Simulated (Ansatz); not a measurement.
All values below come from Ansatz (a quantum-chemistry and plane-wave program) with frozen-core CCSD(T)/cc-pVTZ // CAM-B3LYP-D3(BJ)/def2-TZVP.

Ansatz 0.2 input:
```yaml
crystal:
  periodic: [false, false, false]
  atoms:
    - { symbol: O, position_ang: [-0.21555, 1.063702, -0.603779] }
    - { symbol: B, position_ang: [-0.103342, -0.196539, -0.118774] }
    - { symbol: S, position_ang: [-1.611785, -1.134524, 0.238116] }
    - { symbol: S, position_ang: [1.473069, -1.047641, 0.212429] }
    - { symbol: H, position_ang: [0.611521, 1.520299, -0.77622] }
    - { symbol: H, position_ang: [-2.446283, -0.157268, -0.140338] }
    - { symbol: H, position_ang: [2.287151, -0.053111, -0.16699] }
basis:
  gaussian: { orbitals: cc-pVTZ }
correlation:
  method: ccsd_t
```

Output:

```
Functional definition: HF
993 factors; integrals over basis functions are off by at most 9.8e-4 eV
mean field evaluation 1: about -24393.1476 eV, gradient 3.4e1 eV
mean field evaluation 2: about -24393.3915 eV, gradient 3.5e1 eV
mean field evaluation 4: about -24396.1523 eV, gradient 3.5e0 eV
mean field evaluation 8: about -24396.2126 eV, gradient 2.6e-1 eV
mean field evaluation 16: about -24395.1869 eV, gradient 2.1e1 eV
mean field -24396.21300919 eV, -896.5442917408 hartree, gradient 7.5e-6 eV, S^2 0.000000; 0 other end points of the search recorded, 0 dependent functions left out
12 core orbitals not correlated
reference -24396.21300919 eV, -896.5442917408 hartree; 12, 12 occupied and 146, 146 virtual orbitals, 993 factors
second order -18.85213420 eV of doubles, -0.00000000 eV of singles
cycle   1  -19.36174888 eV  change   -5.1e-1 eV  update   9.5e-2
cycle   2  -19.81520980 eV  change   -4.5e-1 eV  update   2.7e-2
cycle   3  -19.90911573 eV  change   -9.4e-2 eV  update   1.4e-2
cycle   4  -19.89907603 eV  change    1.0e-2 eV  update   3.5e-3
cycle   5  -19.89784142 eV  change    1.2e-3 eV  update   1.4e-3
cycle   6  -19.89782772 eV  change    1.4e-5 eV  update   4.2e-4
cycle   7  -19.89755089 eV  change    2.8e-4 eV  update   1.3e-4
cycle   8  -19.89756951 eV  change   -1.9e-5 eV  update   3.4e-5
cycle   9  -19.89757909 eV  change   -9.6e-6 eV  update   1.0e-5
perturbative correction -0.87192323 eV, -0.0320425879 hartree
Total energy: -24416.98251152 eV, -897.3075568732 hartree
```

Cost: roughly 40 core-seconds.
